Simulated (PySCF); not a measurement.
Si(I)(NMe2) (C2H6INSi), SMILES CN([Si]I)C (connectivity only; charge and spin as stated), neutral, multiplicity 1.

Geometry: B3LYP-D3(BJ)/def2-SVP. The def2 effective core potentials stand for the cores of I; spin–orbit coupling is left out. Other conformers were not sampled.

All values below come from ωB97X/def2-TZVP run with PySCF.

Symmetry labels are those of the subgroup Cs that the program uses (full group Cs).

Computed valence orbital energies around the gap with their symmetry:
| orbital | symmetry | energy (eV) |
|---|---|---|
| HOMO−7 | A' | -14.37 |
| HOMO−6 | A" | -14.01 |
| HOMO−5 | A' | -13.49 |
| HOMO−4 | A' | -12.08 |
| HOMO−3 | A" | -10.33 |
| HOMO−2 | A' | -9.70 |
| HOMO−1 | A" | -9.39 |
| HOMO | A' | -8.87 |
| LUMO | A" | 0.14 |
| LUMO+1 | A' | 1.53 |
| LUMO+2 | A' | 2.83 |
| LUMO+3 | A' | 3.26 |
